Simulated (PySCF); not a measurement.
CH9NOSi2, SMILES CO[SiH2]N[SiH3].

Geometry: ωB97X-D3(BJ)/def2-SVP. One conformer was computed; it need not be the lowest.

Level of theory: PBE/def2-TZVP (PySCF).

Isolated molecule, no solvent.

```yaml
total_energy: -752.12797 hartree
highest_occupied_level: -6.42 eV
lowest_empty_level: -0.69 eV
orbital_gap: 5.74 eV
dipole_moment: 0.82 D
quadrupole, principal values (traceless, Buckingham form, about the centre of nuclear charge): -5.17, -1.27, 6.44 D·Å
mean_static_polarisability: 77.9 bohr³ (11.55 Å³)
polarisability_principal_values: 67.6, 72.4, 93.8 bohr³
```
